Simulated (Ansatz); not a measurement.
`[Cl][Al]([Cl])[I]` + CH₃OH → `C[O][Al]([Cl])[Cl]` + HI at 600 K and 1 bar (ligand exchange at the Al–I bond).

Calculated with Ansatz (gas phase, PBE0-D4/def2-TZVP geometries, no zero-point term in ΔE). CCSD(T)/CBS adds triple-zeta CCSD(T) − MP2 to the extrapolated MP2 energy (def2 sets, frozen cores). This one scheme is used for every species. def2 core potentials past Kr. For I outer-core shells are correlated without core-valence functions, which leaves a few kJ/mol of doubt a bond. Each species was taken in one conformer, which may not be the lowest.

| species | CCSD(T)/CBS energy (Eh) | H − E (kJ/mol) | S (J/(mol·K)) |
| --- | --- | --- | --- |
| `[Cl][Al]([Cl])[I]` | -1459.21603 | 51.8 | 397.0 |
| CH₃OH | -115.61712 | 163.6 | 277.3 |
| `C[O][Al]([Cl])[Cl]` | -1276.79096 | 175.6 | 446.8 |
| HI | -298.03592 | 31.6 | 227.0 |

H − E and S are ideal-gas, rigid-rotor, harmonic terms from PBE0-D4/def2-TZVP, for one conformer and one mirror image of each species. 1 Eh = 2625.50 kJ/mol, R = 8.31446 J/(mol·K).

By hand: ΔE, ΔH, ΔS and ΔG.

ΔE = (-1276.79096) + (-298.03592) − (-1459.21603) − (-115.61712) = 0.00627 Eh = 16.5 kJ/mol. Δ(H − E) = 175.6 + 31.6 − 51.8 − 163.6 = -8.2, so ΔH = 8.3 kJ/mol. ΔS = 446.8 + 227.0 − 397.0 − 277.3 = -0.5 J/(mol·K). ΔG = 8.3 − 600 × (-0.5)/1000 = 8.6 kJ/mol.

By hand: the equilibrium constant, and the temperature at which ΔG would vanish if ΔH and ΔS stayed fixed.

log₁₀ K = −ΔG/(RT ln 10) = -0.7. ΔH and −TΔS have one sign here, so there is no such temperature. One of them is within its doubt of zero, so this could turn.

The number of gas molecules stays the same, so ΔS is small and ΔH decides. A doubt of 5 kJ/mol in ΔE shifts log₁₀ K by 0.4 here. Other conformers and mirror images would add mixing entropy, several J/(mol·K) or more a flexible species. These are equilibria of isolated gas molecules and say nothing of rates. Largest T1 diagnostic: 0.010 (customary marks: 0.02 for closed shells, 0.045 for open ones).
